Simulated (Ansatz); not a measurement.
The cluster Si₃S₄⁻ (the lowest doublet isomer of a short search). Charge -1, multiplicity 2. Geometry PBE-D4/def2-SVPD, basis def2-TZVPD, Ansatz.

```xyz
7

Si    0.873    0.395    0.282
Si   -2.159    0.376   -0.130
Si   -0.935   -1.747   -0.948
S    -0.596    1.928   -0.340
S    -0.757   -0.920    1.259
S     1.073   -0.965   -1.452
S     2.501    0.934    1.329
```

```
run  HOMO (eV)  LUMO (eV)
  A      -4.68       3.11
  B      -1.32      -0.89
  C      -1.29      -0.63
  D      -2.00      -0.16
  E      -1.57      -0.50
  F      -2.27       0.01
```

B3LYP takes the VWN-RPA correlation. The structure comes from a short search, and lower isomers may exist.

HOMO and LUMO are taken over both spins.

The runs used B3LYP, HF, LDA (SPW92), PBE, PBE0, r2SCAN. Estimate which is which.

A HF (100 % exact exchange); B LDA (SPW92) (0 % exact exchange); C PBE (0 % exact exchange); D B3LYP (20 % exact exchange); E r2SCAN (0 % exact exchange); F PBE0 (25 % exact exchange). Exact exchange lowers occupied and raises empty levels; among semilocal functionals meta-GGAs tend to open the gap a little, and such runs are hard to tell apart. The gap grows from 0.44 eV (LDA (SPW92)) to 7.79 eV (HF).
